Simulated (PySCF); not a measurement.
Compound: C₃H₈S₂Si.
Numbering: `[CH3:1][S:2]/[CH:3]=[CH:4]\[S:5][SiH3:6]` (hydrogens: H7, H8, H9 on C1; H10 on C3; H11 on C4; H12, H13, H14 on Si6)

The same species was optimised twice, with GFN2-xTB and with PBE0-D3(BJ)/def2-SVP (PySCF), and the same property calculations (PySCF, gas phase) were run on both structures.

```
      coordinate  GFN2-xTB  PBE0-D3(BJ)/def2-SVP  change
       C3=C4 (Å)     1.329                 1.342  +0.013
       C1–S2 (Å)     1.820                 1.808  -0.012
      S5–Si6 (Å)     2.161                 2.170  +0.009
       C4–S5 (Å)     1.750                 1.755  +0.005
       S2–C3 (Å)     1.755                 1.752  -0.003
    S2–C3–C4 (°)     126.4                 123.7    -2.7
    C1–S2–C3 (°)      99.1                 100.9    +1.8
    C3–C4–S5 (°)     129.4                 130.3    +0.9
   C4–S5–Si6 (°)     106.4                 106.5    +0.1
 C1–S2–C3–C4 (°)       155                   131     -24
C3–C4–S5–Si6 (°)       -35                   -32      +3
```

Rotational constants: A = 3103, B = 1180, C = 915.7 MHz (GFN2-xTB) against A = 2786, B = 1308, C = 982.4 MHz (PBE0-D3(BJ)/def2-SVP). Point groups within 0.08 Å: C1 and C1.

On the GFN2-xTB structure: lowest triplet, Tamm–Dancoff (eV) 3.42 [PBE0/def2-SVPD]; isotropic polarisability (au) 107.9 [PBE0/def2-SVPD]; HOMO (eV) -6.01 [PBE0/def2-SVPD]; LUMO (eV) -0.40 [PBE0/def2-SVPD]; dipole (D) 3.01 [PBE0/def2-SVPD].

Task: What do these properties become on the PBE0-D3(BJ)/def2-SVP structure?

Result: 
| property | level | on GFN2-xTB | on PBE0-D3(BJ)/def2-SVP | change |
| --- | --- | --- | --- | --- |
| lowest triplet, Tamm–Dancoff (eV) | PBE0/def2-SVPD | 3.42 | 3.38 | -0.04 |
| isotropic polarisability (au) | PBE0/def2-SVPD | 107.9 | 109.2 | +1.3 |
| HOMO (eV) | PBE0/def2-SVPD | -6.01 | -6.29 | -0.28 |
| LUMO (eV) | PBE0/def2-SVPD | -0.40 | -0.72 | -0.32 |
| dipole (D) | PBE0/def2-SVPD | 3.01 | 2.68 | -0.33 |
| energy, GFN2-xTB geometry as zero (kcal/mol) | PBE0/def2-SVPD | 0.0 | -2.4 | -2.4 |

The heavy atoms differ by 0.251 Å rms after alignment. Among bonds between heavy atoms C1–S2 and C3=C4 change most and about equally (-0.012 to +0.013 Å). Changes are differences of the printed values. Neither structure is proved a minimum here.

Conformer computed: `[CH3:1][S:2]/[CH:3]=[CH:4]\[S:5][SiH3:6]`: C1–S2–C3–C4 131°, C3–C4–S5–Si6 -32°.
